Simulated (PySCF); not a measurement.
## Si (silicon, neutral) across methods

[Ne] 3s2 3p1 4s1, high-spin 3P determinant (an excited configuration). Calculation: PySCF 2.14, in aug-cc-pwCVTZ; no relativity, point nucleus.

```
method  E (hartree)  mean ε 3s β (eV)  mean ε 3p α (eV)  mean ε 4s α (eV)  Σ⟨r²⟩ (bohr²)   ⟨S²⟩
  BLYP    -289.2084           -13.400            -7.175            -1.501          57.79  2.003
   PBE    -289.0484           -13.461            -7.455            -1.738          58.20  2.004
 B3LYP    -289.2184           -14.429            -8.210            -1.913          57.85  2.004
   UHF   -288.67794           -16.734           -11.369            -2.789          59.23  2.016
   LDA    -288.0374           -13.587            -7.336            -1.724          57.52  2.001
  PBE0    -289.0708           -14.560            -8.570            -2.087          58.40  2.006
 TPSSh    -289.2031           -13.917            -8.138            -1.829          58.72  2.007
   M06    -289.1817           -14.579            -8.161            -1.950          58.49  2.002
r2SCAN    -289.1560           -13.646            -7.828            -1.702          58.42  2.010
```

The outer electron is Rydberg-like, and this basis confines it to a smaller radius and binds it less than a complete one would.
